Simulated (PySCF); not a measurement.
```xyz
4
charge 0 multiplicity 2, angstrom
Ce    0.0000    0.0000    0.0000
H     2.0674    0.0000    0.0000
H    -1.0337    1.7904    0.0000
H    -1.0337   -1.7904    0.0000
```

Method: UPBE0/[Ce def2-SVP with ECP28, H def2-SVP], scalar-relativistic core potentials, density fitting, no spin–orbit coupling, PySCF.

This geometry of CeH₃ is a stationary point at this level.

What is the point group?

D3h.

Is it a minimum?

No: it has 1 imaginary mode, at 260i cm⁻¹ (a2'').

List the harmonic modes with their infrared intensities.


```tsv
symmetry	ω (cm⁻¹)	IR (km/mol, summed over degenerate members)
a2''	260i	–
e'	586	300
e'	1342	2531
a1'	1436	0.0
```

What are the dipole moment and the gap between the highest occupied and lowest empty levels of either spin?

0.00 D and 4.67 eV.

In D3h the vibrations span a2'' + 2e' + a1'. The a1' mode carries no infrared intensity, as symmetry demands.

This need not be the most stable arrangement of these atoms. Other spin states or occupations of the open shell can lie lower. The pruned grid is coarse for the open f shell: energies are uncertain by about 2 kJ/mol and soft modes are noisy. At this level a doublet minimum of C3v symmetry lies 11 kJ/mol below this structure. No spin–orbit coupling is included, which matters more the heavier the element.
